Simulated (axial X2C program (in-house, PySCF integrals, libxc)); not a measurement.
# Excited states of GaI by EOM-EE-CCSD

Calculated with an in-house all-electron X2C program for linear molecules (integrals from PySCF): two-component X2C with atomic mean-field Coulomb and Gaunt terms, Gaussian nuclei, basis I dyall-acv3z, Ga dyall-acv3z with contracted cores.

R = 2.599 Å (near the PBE0 minimum at charge 0 of the determinant lowest at the starting distance; the state shown can have its own minimum elsewhere).

Hartree–Fock spinors of GaI (one of each Kramers pair; a window near the gap, which can cut inner shells):

| ω | occupied | ε (eV) | character |
| --- | --- | --- | --- |
| 1/2 | yes | -32.38 | 100% Ga d |
| 1/2 | yes | -23.51 | 76% I s, 8% Ga p, 7% Ga d |
| 1/2 | yes | -13.66 | 47% Ga s, 43% I p, 4% I s |
| 1/2 | yes | -10.34 | 80% I p, 6% Ga p, 5% Ga d |
| 3/2 | yes | -9.49 | 84% I p, 6% Ga d, 6% Ga p |
| 1/2 | yes | -8.88 | 43% I p, 27% Ga p, 22% Ga s |
| 1/2 | no | 0.27 | 84% Ga p, 6% I d, 5% Ga d |
| 3/2 | no | 0.31 | 84% Ga p, 5% Ga d, 5% I d |
| 1/2 | no | 0.55 | 69% Ga p, 29% Ga s |
| 1/2 | no | 0.82 | 64% Ga s, 26% Ga p, 4% I p |
| 1/2 | no | 1.01 | 90% Ga p, 6% I d |
| 3/2 | no | 1.03 | 89% Ga p, 7% I d, 2% Ga d |

Vertical excitation energies from the closed-shell determinant state of GaI:

| Ω | excitation (eV) | cm⁻¹ | hole of the leading pair | particle of the leading pair | weight of the pair (for Ω = 0 its time-reversed partner can hold as much again) | singles weight |
| --- | --- | --- | --- | --- | --- | --- |
| 0⁻ | 3.060 | 24683 | 38% Ga sσ, 26% Ga pσ, 25% I pσ | 81% Ga pπ, 10% I dπ | 0.48 | 0.96 |
| 0⁺ | 3.073 | 24784 | 39% Ga sσ, 27% Ga pσ, 25% I pσ | 81% Ga pπ, 9% I dπ | 0.48 | 0.96 |
| 1 | 3.116 | 25129 | 37% Ga sσ, 27% Ga pσ, 26% I pσ | 80% Ga pπ, 10% I dπ | 0.52 | 0.96 |
| 2 | 3.179 | 25639 | 38% Ga sσ, 27% Ga pσ, 26% I pσ | 79% Ga pπ, 10% I dπ | 0.95 | 0.96 |
| 1 | 4.080 | 32907 | 38% I pσ, 25% Ga pσ, 17% Ga sσ | 75% Ga pπ, 14% I dπ | 0.49 | 0.93 |
| 1 | 4.341 | 35014 | 84% I pπ | 74% Ga pπ, 16% I dπ | 0.84 | 0.91 |
| 0⁻ | 4.402 | 35508 | 84% I pπ | 71% Ga pπ, 18% I dπ, 6% I pπ | 0.42 | 0.92 |
| 2 | 4.448 | 35878 | 84% I pπ | 75% Ga pπ, 15% I dπ | 0.90 | 0.91 |
| 3 | 4.475 | 36095 | 84% I pπ | 72% Ga pπ, 17% I dπ, 6% I pπ | 0.91 | 0.91 |

This point took 19 s on 1 thread of Arm Neoverse V2, on a shared host.

Reference electrons by ω block (each with its −ω partner): 1/2: 27, 3/2: 12, 5/2: 3. 10 electrons of GaI correlated (inner shells frozen), 88 natural virtual spinors (a truncated set); levels can be off by some tenths of an eV. Roots sought by Ω: (0: 5, 1: 4, 2: 3, 3: 1); rows need 60 % singles weight and stop where some Ω has no more roots. Missing are any skipped roots, higher Ω and states of a further excitation; these come out far too high here and may in truth be low or lowest. T1 of the reference 0.014 (Lee–Taylor). Number of frozen shells: I 4 s, 3 p, 2 d; Ga 3 s, 2 p, 1 d.
